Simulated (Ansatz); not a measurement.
```yaml
crystal:
  periodic: [false, false, false]
  atoms:
    - {symbol: F, position_ang: [-0.718302, -0.087171, -2.593343]}
    - {symbol: F, position_ang: [-2.584438, 0.145613, -0.740759]}
    - {symbol: F, position_ang: [-0.387668, 1.679481, -0.593894]}
    - {symbol: F, position_ang: [-0.617985, -1.659323, -0.420895]}
    - {symbol: P, position_ang: [-1.057030, 0.132005, 1.903231]}
    - {symbol: P, position_ang: [1.910000, -0.146991, -1.042094]}
    - {symbol: V, position_ang: [-0.845155, 0.015921, -0.853252]}
    - {symbol: H, position_ang: [0.014194, -0.038002, 2.824839]}
    - {symbol: H, position_ang: [-1.932574, -0.823247, 2.484241]}
    - {symbol: H, position_ang: [-1.617687, 1.290099, 2.505006]}
    - {symbol: H, position_ang: [2.493203, -1.302535, -1.626756]}
    - {symbol: H, position_ang: [2.824644, -0.023486, 0.041257]}
    - {symbol: H, position_ang: [2.518789, 0.817646, -1.887591]}
basis:
  gaussian: {orbitals: def2-TZVP, initial_orbitals: start.molden}
magnetization: {spin_polarized: true, initial_magnetization: 1}
hamiltonian: {xc: {name: wB97X-V}}
scf: {omitted_lower_state_checks: [starts]}
output: {orbitals: {seedname: orbitals}}
```

The file start.molden holds the orbitals of an earlier run on this structure, at another level or in another basis.

```sh
$ ansatz run in.yaml --threads 4 --pin off --events-out ev --progress --plain --max-ram 4787MiB
```

(1) Does this run fit into the memory that it is given?

Results:

(1) No. It has 279 basis functions, and Ansatz plans for 4.72 GiB where 4.67 GiB are given.
